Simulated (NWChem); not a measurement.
All runs are NWChem calculations. System: H3AlS, charge 0, spin multiplicity 1, at a geometry optimised with B3LYP/def2-SVP. The structure started from a generated list of species. Level: PBE0/STO-3G.

Input file:

```
start mol
memory heap 200 mb stack 900 mb global 1100 mb
geometry units angstroms nocenter noautoz
  Al    -1.115669     0.138713     0.000000
  H     -1.662075     1.621983     0.000000
  H     -2.025910    -1.150888     0.000000
  S      1.050301    -0.210942     0.000000
  H      1.386860     1.100716     0.000000
  symmetry group Cs
end
basis spherical
  * library sto-3g
end
dft
  xc pbe0
  semidirect memsize 60000000 filesize 0
  iterations 100
end
task dft energy
```

NWChem printed:

```
             Northwest Computational Chemistry Package (NWChem) 7.3.0
             --------------------------------------------------------

                                NWChem Input Module
                                -------------------

 Scaling coordinates for geometry "geometry" by  1.889725989
 (inverse scale =  0.529177249)

 Turning off AUTOSYM since
 SYMMETRY directive was detected!

                             Geometry "geometry" -> ""
                             -------------------------

 Output coordinates in angstroms (scale by  1.889725989 to convert to a.u.)

  No.       Tag          Charge          X              Y              Z
 ---- ---------------- ---------- -------------- -------------- --------------
    1 Al                  13.0000    -1.11566900     0.13871300     0.00000000
    2 H                    1.0000    -1.66207500     1.62198300     0.00000000
    3 H                    1.0000    -2.02591000    -1.15088800     0.00000000
    4 S                   16.0000     1.05030100    -0.21094200     0.00000000
    5 H                    1.0000     1.38686000     1.10071600     0.00000000

 Effective nuclear repulsion energy (a.u.)      73.4048093827

            Nuclear Dipole moment (a.u.)
            ----------------------------
        X                 Y               Z
 ---------------- ---------------- ----------------
    -0.0000113384     0.0000151178     0.0000000000

      Symmetry information
      --------------------

 Group name             Cs
 Group number              2
 Group order               2
 No. of unique centers     5

      Symmetry unique atoms

     1    2    3    4    5


 Summary of "ao basis" -> "" (spherical)
 ------------------------------------------------------------------------------
       Tag                 Description            Shells   Functions and Types
 ---------------- ------------------------------  ------  ---------------------
 *                           sto-3g                   on all atoms

                                 NWChem DFT Module
                                 -----------------
[...]
  ----- ------------  ---------------      ----- ------------  ---------------
    18      0.659803  4 S  px                19     -0.380513  4 S  py
    17      0.360165  4 S  s                  7     -0.316754  1 Al px
    10      0.309151  2 H  s                 14     -0.214405  4 S  px
     3      0.160533  1 Al px                15      0.124795  4 S  py
    11      0.119758  3 H  s                 21     -0.118034  5 H  s

 Vector   16  Occ=2.000000D+00  E=-1.277745D-01  Symmetry=a"
              MO Center=  9.1D-01, -1.9D-01,  1.5D-17, r^2= 1.3D+00
   Bfn.  Coefficient  Atom+Function         Bfn.  Coefficient  Atom+Function
  ----- ------------  ---------------      ----- ------------  ---------------
    20      0.986910  4 S  pz                16     -0.309427  4 S  pz
     9      0.225962  1 Al pz                 5     -0.099540  1 Al pz

 Vector   17  Occ=0.000000D+00  E= 1.565405D-01  Symmetry=a"
              MO Center= -9.8D-01,  1.2D-01, -1.3D-17, r^2= 1.7D+00
   Bfn.  Coefficient  Atom+Function         Bfn.  Coefficient  Atom+Function
  ----- ------------  ---------------      ----- ------------  ---------------
     9      1.025545  1 Al pz                 5     -0.411527  1 Al pz
    20     -0.322501  4 S  pz                16      0.095169  4 S  pz

 Vector   18  Occ=0.000000D+00  E= 2.310604D-01  Symmetry=a'
              MO Center= -7.7D-01,  1.4D-01, -4.1D-17, r^2= 2.8D+00
   Bfn.  Coefficient  Atom+Function         Bfn.  Coefficient  Atom+Function
  ----- ------------  ---------------      ----- ------------  ---------------
     6      1.065484  1 Al s                 18      0.641155  4 S  px
    10     -0.592181  2 H  s                 11     -0.538017  3 H  s
     2     -0.285433  1 Al s                 17     -0.265231  4 S  s
     7      0.212602  1 Al px                14     -0.179962  4 S  px
     3     -0.084219  1 Al px                 1      0.082938  1 Al s

 Vector   19  Occ=0.000000D+00  E= 3.044922D-01  Symmetry=a'
              MO Center=  1.1D+00,  5.0D-01, -3.6D-17, r^2= 1.6D+00
   Bfn.  Coefficient  Atom+Function         Bfn.  Coefficient  Atom+Function
  ----- ------------  ---------------      ----- ------------  ---------------
    21      1.053205  5 H  s                 19     -0.926934  4 S  py
    17     -0.510052  4 S  s                 15      0.250392  4 S  py
    18     -0.238911  4 S  px                11     -0.193708  3 H  s
     8     -0.191453  1 Al py                 6      0.088160  1 Al s
    13      0.083912  4 S  s                  4      0.066934  1 Al py

 center of mass
 --------------
 x =   0.03532954 y =  -0.04321912 z =   0.00000000

 moments of inertia (a.u.)
 ------------------
          25.414432937881          35.929287330400           0.000000000000
          35.929287330400         277.439970492765           0.000000000000
           0.000000000000           0.000000000000         302.854403430647

     Multipole analysis of the density
     ---------------------------------

     L   x y z        total         alpha         beta         nuclear
     -   - - -        -----         -----         ----         -------
     0   0 0 0     -0.000000    -16.000000    -16.000000     32.000000

     1   1 0 0     -0.310546     -0.155267     -0.155267     -0.000011
     1   0 1 0      0.346718      0.173352      0.173352      0.000015
     1   0 0 1      0.000000      0.000000      0.000000      0.000000

     2   2 0 0    -19.482901    -85.843733    -85.843733    152.204566
     2   1 1 0      0.936334      8.314538      8.314538    -15.692741
     2   1 0 1      0.000000      0.000000      0.000000      0.000000
     2   0 2 0    -18.779504    -20.333331    -20.333331     21.887157
     2   0 1 1      0.000000      0.000000      0.000000      0.000000
     2   0 0 2    -15.545379     -7.772689     -7.772689      0.000000

 Task  times  cpu:        0.3s     wall:        0.3s

 Total times  cpu:        0.3s     wall:        0.3s
```
